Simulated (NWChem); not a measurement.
Species: C2H6O2Si; SMILES COC([SiH3])=O

```xyz
11

C     -0.3691    -2.3022     0.0097
O     -0.7328    -0.9068    -0.0126
C      0.3017    -0.0334    -0.0132
O      1.4663    -0.3758    -0.0009
Si    -0.2508     1.8125     0.0023
H     -1.3118    -2.8493     0.0130
H      0.2140    -2.5307     0.9057
H      0.2223    -2.5566    -0.8738
H      0.5615     2.5234    -1.0137
H      0.0583     2.3458     1.3525
H     -1.6976     1.9674    -0.2869
```
Atoms are numbered in this order, from 1.

Program: NWChem. Structure relaxed at the B3LYP/6-31G* (spherical d) level. Total energies of different functionals are on different scales.

```json
[
 {"level": "PBE/def2-SVP", "energy (Ha)": "-519.0747", "highest occupied level (eV)": "-6.09", "orbital gap (eV)": "4.57", "dipole (D)": "1.63", "relative time": "1"},
 {"level": "B3LYP/def2-SVP", "energy (Ha)": "-519.5108", "highest occupied level (eV)": "-7.39", "orbital gap (eV)": "6.66", "dipole (D)": "1.65", "relative time": "1"},
 {"level": "LDA (Slater exchange, VWN5)/def2-SVP", "energy (Ha)": "-516.5182", "highest occupied level (eV)": "-6.27", "orbital gap (eV)": "4.53", "dipole (D)": "1.65", "relative time": "1"},
 {"level": "TPSSh/def2-SVP", "energy (Ha)": "-519.5210", "highest occupied level (eV)": "-6.82", "orbital gap (eV)": "5.82", "dipole (D)": "1.66", "relative time": "1"},
 {"level": "BLYP/def2-SVP", "energy (Ha)": "-519.4179", "highest occupied level (eV)": "-5.92", "orbital gap (eV)": "4.59", "dipole (D)": "1.62", "relative time": "1"},
 {"level": "CAM-B3LYP/def2-SVP", "energy (Ha)": "-519.3966", "highest occupied level (eV)": "-9.06", "orbital gap (eV)": "9.79", "dipole (D)": "1.65", "relative time": "4"}
]
```

Times are rough ratios from one shared machine.
